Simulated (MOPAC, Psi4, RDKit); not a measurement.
Relaxed torsion scan: C4H5NO, SMILES CC(=O)CC#N. Scanned: dihedral O3–C2–C4–C5; all other coordinates were relaxed at GFN2-xTB. Points at φ and −φ are mirror images.

Atom numbering (GFN2-xTB optimised geometry, Å):
```
11

C      1.3196     0.3770    -0.2724
C      0.4643    -0.6315     0.4354
O      0.8735    -1.4284     1.2329
C     -1.0199    -0.5880     0.0502
C     -1.5403     0.7519     0.0426
N     -1.9434     1.8214     0.0473
H      1.0309     1.3762     0.0525
H      1.1649     0.3226    -1.3480
H      2.3679     0.2108    -0.0388
H     -1.5936    -1.1999     0.7517
H     -1.1238    -1.0120    -0.9535
```

Computed with: PBE0-D3(BJ)/def2-TZVP // GFN2-xTB (Psi4); PM3, restricted, heats of formation // GFN2-xTB (MOPAC); PBE/def2-TZVP // GFN2-xTB (Psi4); UFF // GFN2-xTB (RDKit); MMFF94 // GFN2-xTB (RDKit); MP2/cc-pVTZ = DF-MP2 (frozen core)/cc-pVTZ // GFN2-xTB run with Psi4.

Energies in kJ/mol, each method relative to its own lowest point.

| φ / ° | PBE0-D3(BJ)/def2-TZVP | PM3 | PBE/def2-TZVP | UFF | MMFF94 | MP2/cc-pVTZ |
|---|---|---|---|---|---|---|
| -150 | 0.0 | 1.6 | 0.0 | 13.6 | 2.1 | 0.0 |
| -120 | 2.1 | 0.0 | 2.1 | 6.6 | 0.0 | 1.7 |
| -90 | 6.5 | 1.1 | 6.0 | 3.8 | 2.2 | 5.6 |
| -60 | 10.2 | 2.2 | 9.2 | 0.0 | 5.8 | 9.2 |
| -30 | 7.9 | 2.0 | 7.0 | 8.6 | 6.3 | 6.4 |
| 0 | 6.4 | 1.4 | 5.7 | 9.5 | 4.7 | 4.6 |
| 30 | 7.9 | 2.0 | 7.0 | 8.6 | 6.3 | 6.4 |
| 60 | 10.2 | 2.2 | 9.2 | 0.0 | 5.8 | 9.2 |
| 90 | 6.5 | 1.1 | 6.0 | 3.8 | 2.2 | 5.6 |
| 120 | 2.1 | 0.0 | 2.1 | 6.6 | 0.0 | 1.7 |
| 150 | 0.0 | 1.6 | 0.0 | 13.6 | 2.1 | 0.0 |
| 180 | 0.4 | 3.0 | 0.2 | 13.2 | 5.2 | 0.8 |

Root-mean-square difference from the MP2/cc-pVTZ profile, itself a level with limits, after the best constant shift (kJ/mol): PBE0-D3(BJ)/def2-TZVP 0.7, PM3 3.1, PBE/def2-TZVP 0.4, UFF 7.5, MMFF94 2.5.
